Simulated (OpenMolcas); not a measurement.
Os4+.

```
Program             : OpenMolcas 26.06
Method              : RASSCF
Basis               : ANO-RCC-VTZP [8s7p5d3f2g1h]
Scalar Hamiltonian  : DKH2, point nucleus
Active space        : 10 electrons in 8 orbitals (RAS1 5p, at most 2 holes; RAS2 5d)
State averaging     : 2S+1 = 5 even, 5 roots; 2S+1 = 3 even, 45 roots; 2S+1 = 1 even, 50 roots
Spin-orbit coupling : RASSI with atomic mean-field integrals over the reference wave functions, term energies averaged over their components
```

Levels without dynamic correlation, in cm-1 above 5d4 5D0:

```json
{"Level": "5d4 3F2(1) [67 %]", "E": "27964"}
{"Level": "5d4 3D1", "E": "43056"}
{"Level": "5d4 1I6 [74 %]", "E": "44379"}
{"Level": "5d4 1S0(1) [75 %]", "E": "48134"}
```

On this reference, MS-RASPT2, IPEA 0.25 Eh, imaginary shift 0.1 Eh (closed shells correlated: 5s) puts 5d4 3F2(1) [67 %] at 25950 cm-1.

Estimate the other levels at that method by one scale factor, and say how well it serves.

The factor is 25950 / 27964 = 0.928. Scaled values beside those that MS-RASPT2 gives and measured ones (the list in Palmeri et al., Atoms 14, 22 (2026)):
```json
{"Level": "5d4 3D1", "Scaled": "39956", "MS-RASPT2": "40630", "Miss (%)": "-1.7", "Measured": "38536"}
{"Level": "5d4 1I6 [74 %]", "Scaled": "41184", "MS-RASPT2": "40860", "Miss (%)": "+0.8", "Measured": "39284"}
{"Level": "5d4 1S0(1) [75 %]", "Scaled": "44668", "MS-RASPT2": "46530", "Miss (%)": "-4.0", "Measured": ""}
```
For these levels the scaled values miss MS-RASPT2 by up to 4.0 %, as correlation changes each term by its own factor, spin-orbit parts do not scale and CASPT2 has its own spread within terms. This holds within one configuration; levels of others move differently, and the target method has errors of its own against measurement.

CASPT2 does not keep the components of a term degenerate, so their means are used; among the terms shown or strongly mixed into the levels shown the widest spread is 1300 cm-1 (5d4 1I, MS-RASPT2). Active for correlation alone: 5p; no level in the range computed is led by a configuration that opens it, so any true level of that kind is missing. Without dynamic correlation excited terms often stand tens of per cent too high (terms of higher spin than the ground term too low), and those without a measured partner can miss by more than the paired ones (holds for RASSCF). The CASPT2 spread within a term exceeds the gap to the next term for 5d4 1I and 5d4 3D, so the order of their levels is uncertain (holds for MS-RASPT2). Measured partners are found by configuration, term and J. A level has none where our copy of the source lacks it or the pairing is in doubt (some pairs that miss far off the trend of their configuration count as doubtful), and it then counts in no deviation. Levels of configurations outside the active space are missing.

A share in square brackets marks a mixed level and gives the weight of the term that names it, the lowest over the columns. A number in round brackets counts repeated terms of one configuration in the order of the reference energies.
